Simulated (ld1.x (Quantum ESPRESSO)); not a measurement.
# u(r) = r·R(r): atom against pseudo-atom (Sn (Z = 50))

Columns: radius, all-electron u(r) and pseudo u(r) of the 5p shell (level -4.19 eV) of tin in the configuration [Kr] 4d10 5s1.5 5p2.5; LDA (PZ), scalar-relativistic, ultrasoft scheme, ld1.x (Quantum ESPRESSO) 7.5.

| r (bohr) | all-electron | pseudo |
| --- | --- | --- |
| 0.148 | -0.0478 | -0.0076 |
| 0.295 | -0.1412 | -0.0298 |
| 0.443 | 0.0771 | -0.0655 |
| 0.590 | 0.2382 | -0.1123 |
| 0.738 | 0.2578 | -0.1682 |
| 0.885 | 0.1773 | -0.2292 |
| 1.033 | 0.0501 | -0.2932 |
| 1.180 | -0.0862 | -0.3561 |
| 1.328 | -0.2140 | -0.4160 |
| 1.475 | -0.3234 | -0.4697 |
| 1.623 | -0.4133 | -0.5162 |
| 1.770 | -0.4831 | -0.5538 |
| 1.918 | -0.5355 | -0.5826 |
| 2.065 | -0.5722 | -0.6024 |
| 2.213 | -0.5960 | -0.6141 |
| 2.360 | -0.6088 | -0.6188 |
| 2.508 | -0.6129 | -0.6174 |
| 2.655 | -0.6098 | -0.6113 |
| 2.802 | -0.6010 | -0.6013 |
| 2.950 | -0.5877 | -0.5877 |
| 3.098 | -0.5710 | -0.5710 |
| 3.245 | -0.5519 | -0.5519 |
| 3.393 | -0.5308 | -0.5308 |
| 3.540 | -0.5087 | -0.5087 |
| 3.688 | -0.4856 | -0.4856 |
| 3.835 | -0.4623 | -0.4623 |

(1) How many radial nodes do the two functions have?

(2) At about which radius was the pseudo-wave matched?

(3) Is the pseudo-wave norm-conserving?

Results:

(1) The all-electron 5p function has n − l − 1 = 3 (the table is too coarse to show those close to the nucleus); the pseudo-wave has 0, since the states of the same l below it are removed with the core.

(2) 2.95 bohr. The columns agree to 0.0005 from 2.80 bohr on; several derivatives are matched, so the curves merge somewhat inside the radius.

(3) No, it belongs to an ultrasoft set: the norm inside the radius is not constrained, and the difference is carried by the augmentation charge.
